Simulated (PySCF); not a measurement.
## UHF on Hg (mercury, neutral)

Configuration: [Xe] 4f14 5d10 6s1 6p1, high-spin 3P determinant (an excited configuration). Calculation: PySCF 2.14, in aug-cc-pwCVTZ-PP with ECP60MDF (8s8p7d4f3g, 122 functions); a scalar-relativistic core potential.

```json
{"Total energy": "-152.405424 hartree", "One-electron energy": "-268.5561 hartree", "Hartree (Coulomb) energy": "129.1549 hartree", "Exchange energy": "-13.0043 hartree", "⟨S²⟩": "2.0053", "⟨L²⟩": "2.041", "Sum of ⟨r⟩": "29.85 bohr", "Sum of ⟨r²⟩": "62.38 bohr²", "Traceless quadrupole moment −½Σ⟨3z² − r²⟩ along its main axis": "-7.87 e·bohr²", "Time after the integrals": "of the order of 6 core-seconds"}
```

```
shell  electrons  mean orbital energy (hartree)  spread (hartree)  rms radius, mean of both spins (bohr)
 5s α          1                       -5.14015                 0                                  0.980
 5s β          1                       -5.13395                 0                                  0.980
 5p β          3                       -3.10785           0.00786                                   1.12
 5p α          3                       -3.10648           0.00212                                   1.12
 5d α          5                       -0.67835           0.00546                                   1.59
 5d β          5                       -0.66572           0.01397                                   1.59
 6s α          1                       -0.43278                 0                                   2.98
 6p α          1                       -0.18458                 0                                   4.32
```

Energies and moments cover only the electrons outside the core potential. Spin-orbit coupling, absent here, splits the open shell strongly.
